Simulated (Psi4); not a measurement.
diethyl sulfide (C₄H₁₀S), singlet, geometry from GFN2-xTB; MP3/STO-3G in Psi4.

The Psi4 input:
```
memory 2 GB

molecule {
0 1
  C     2.56067389   -0.00775777   -0.23838779
  C     1.10635410    0.24956373   -0.58126604
  S     0.03804887   -0.22478062    0.82901552
  C    -1.55389328    0.47558897    0.27674279
  C    -2.19296169   -0.31591990   -0.84877641
  H     2.85020935    0.56766127    0.63758031
  H     3.19655208    0.27799774   -1.07400280
  H     2.71677553   -1.06199573   -0.02277990
  H     0.93035272    1.30838251   -0.77718921
  H     0.80309992   -0.33853633   -1.44801159
  H    -1.37511004    1.51243661   -0.01120054
  H    -2.18265605    0.45799818    1.16637994
  H    -2.31489538   -1.35557764   -0.55418283
  H    -1.58215306   -0.27895306   -1.74808380
  H    -3.17199533    0.09822634   -1.08263340
}

set basis sto-3g

energy('mp3')
print_variables()
```

It wrote (shortened):

```
    Information: MP3 default algorithm changed to DF in August 2020. Use `set mp_type conv` for previous behavior.
    For method 'MP3', SCF Algorithm Type (re)set to DISK_DF.

   => Loading Basis Set <=

    Name: STO-3G
    Role: ORBITAL
    Keyword: BASIS

         ---------------------------------------------------------
                                   SCF
               by Justin Turney, Rob Parrish, Andy Simmonett
                          and Daniel G. A. Smith
                              RHF Reference
         ---------------------------------------------------------

  ==> Geometry <==

    Molecular point group: c1
    Full point group: C1

    Geometry (in Angstrom), charge = 0, multiplicity = 1:

       Center              X                  Y                   Z               Mass
    ------------   -----------------  -----------------  -----------------  -----------------
         C            2.559255335242     0.005257934901    -0.292274513914    12.000000000000
         C            1.104935545242     0.262579434901    -0.635152763914    12.000000000000
         S            0.036630315242    -0.211764915099     0.775128796086    31.972071174400
         C           -1.555311834758     0.488604674901     0.222856066086    12.000000000000
         C           -2.194380244758    -0.302904195099    -0.902663133914    12.000000000000
         H            2.848790795242     0.580676974901     0.583693586086     1.007825032230
         H            3.195133525242     0.291013444901    -1.127889523914     1.007825032230
         H            2.715356975242    -1.048980025099    -0.076666623914     1.007825032230
         H            0.928934165242     1.321398214901    -0.831075933914     1.007825032230
         H            0.801681365242    -0.325520625099    -1.501898313914     1.007825032230
         H           -1.376528594758     1.525452314901    -0.065087263914     1.007825032230
         H           -2.184074604758     0.471013884901     1.112493216086     1.007825032230
         H           -2.316313934758    -1.342561935099    -0.608069553914     1.007825032230
         H           -1.583571614758    -0.265937355099    -1.801970523914     1.007825032230
         H           -3.173413884758     0.111242044901    -1.136520123914     1.007825032230

  Running in c1 symmetry.

  Rotational constants: A =      0.28005  B =      0.06840  C =      0.06049 [cm^-1]
  Rotational constants: A =   8395.70358  B =   2050.71146  C =   1813.37393 [MHz]
  Nuclear repulsion =  236.155232410154753

  Charge       = 0
  Multiplicity = 1
  Electrons    = 50
  Nalpha       = 25
  Nbeta        = 25

  ==> Algorithm <==

  SCF Algorithm Type is DISK_DF.
  DIIS enabled.
  MOM disabled.
  Fractional occupation disabled.
  Guess Type is SAD.
  Energy threshold   = 1.00e-08
  Density threshold  = 1.00e-08
  Integral threshold = 1.00e-12

  ==> Primary Basis <==

  Basis Set: STO-3G
    Blend: STO-3G
    Number of shells: 27
    Number of basis functions: 39
    Number of Cartesian functions: 39
    Spherical Harmonics?: true
    Max angular momentum: 1

   => Loading Basis Set <=

    Name: (STO-3G AUX)
    Role: JKFIT
    Keyword: DF_BASIS_SCF

  ==> Integral Setup <==

  ==> DiskDFJK: Density-Fitted J/K Matrices <==

    J tasked:                  Yes
    K tasked:                  Yes
    wK tasked:                  No
    Integrals threads:           1
    Algorithm:                Core
    Integral Cache:           SAVE
    Schwarz Cutoff:          1E-12
    Fitting Condition:       1E-10

   => Auxiliary Basis Set <=

  Basis Set: (STO-3G AUX)
    Blend: DEF2-UNIVERSAL-JKFIT
    Number of shells: 198
    Number of basis functions: 608
    Number of Cartesian functions: 711
    Spherical Harmonics?: true
    Max angular momentum: 4

  Minimum eigenvalue in the overlap matrix is 2.0830100249E-01.
  Reciprocal condition number of the overlap matrix is 8.4224909860E-02.
    Using symmetric orthogonalization.

[...]
  @DF-RHF Final Energy:  -548.63817440182959
    Total Energy =                       -548.6381744018294739
  DIE_IF_NOT_CONVERGED          => (empty)
[...]
  PE                            => (empty)
  PPL_TYPE                      => (empty)
  PRINT                         => (empty)
  PRINT_NOONS                   => (empty)
  PROPERTIES                    => (empty)
  PROPERTIES_ORIGIN             => (empty)
  PUREAM                        => (empty)
  QCHF                          => (empty)
  QC_MODULE                     => (empty)
  RAS1                          => (empty)
  RAS2                          => (empty)
  RAS3                          => (empty)
  RAS4                          => (empty)
  READ_SCF_3INDEX               => (empty)
  REGULARIZATION                => (empty)
  REG_PARAM                     => (empty)
  RELATIVISTIC                  => (empty)
  REMP_A                        => (empty)
  RESTRICTED_DOCC               => (empty)
  RESTRICTED_UOCC               => (empty)
  RMS_MOGRAD_CONVERGENCE        => (empty)
  R_CONVERGENCE                 => (empty)
  SCF_TYPE                      => DISK_DF         !
  SCREENING                     => (empty)
  SCS_TYPE                      => (empty)
  SOCC                          => (empty)
  SOS_TYPE                      => (empty)
  TRIPLES_IABC_TYPE             => (empty)
  WFN                           => (empty)
  WFN_TYPE                      => DF-OMP3         !
  WRITER_FILE_LABEL             => (empty)
  ZORA_BASIS_TOLERANCE          => (empty)
  ZORA_NR_DEBUG                 => (empty)
  ZORA_PRUNING_SCHEME           => (empty)
  ZORA_RADIAL_POINTS            => (empty)
  ZORA_SPHERICAL_POINTS         => (empty)

	For this residual convergence, default PCG convergence is:     1.00e-07
	For this energy convergence, default residual convergence is:     3.16e-07

 ==============================================================================
 ==============================================================================
 ==============================================================================

                     DF-MP3
              Program Written by Ugur Bozkaya
              Latest Revision September 9, 2017

 ==============================================================================
 ==============================================================================
 ==============================================================================

	MO spaces...

	 FC   OCC   VIR   FV
	----------------------
	  0   25    14    0

	Number of basis functions in the DF-CC basis: 394

	Total memory requirement for DF+CC int:      7.26 MB

	Computing DF-MP2 energy ...
	=======================================================================
	Nuclear Repulsion Energy (a.u.)    :   236.15523241015475
	DF-HF Energy (a.u.)                :  -548.63817440182959
	REF Energy (a.u.)                  :  -548.63817440182959
	DF-MP2 Correlation Energy (a.u.)   :    -0.23563122455348
	DF-MP2 Total Energy (a.u.)         :  -548.87380562638305
	=======================================================================

	=======================================================================
	================ MP3 FINAL RESULTS ====================================
	=======================================================================
	Nuclear Repulsion Energy (a.u.)    :   236.15523241015475
	SCF Energy (a.u.)                  :  -548.63817440182959
	REF Energy (a.u.)                  :  -548.63817440182959
	3rd Order Energy (a.u.)            :    -0.05249816113439
	DF-MP2.5 Correlation Energy (a.u.) :    -0.26188030512066
	DF-MP2.5 Total Energy (a.u.)       :  -548.90005470695019
	DF-MP3 Correlation Energy (a.u.)   :    -0.28812938568786
	DF-MP3 Total Energy (a.u.)         :  -548.92630378751744
	=======================================================================

  Variable Map:
  ----------------------------------------------------------------------------
[...]
  Array Variable Map:
  ----------------------------------------------------------------------------
[...]
[...]
```
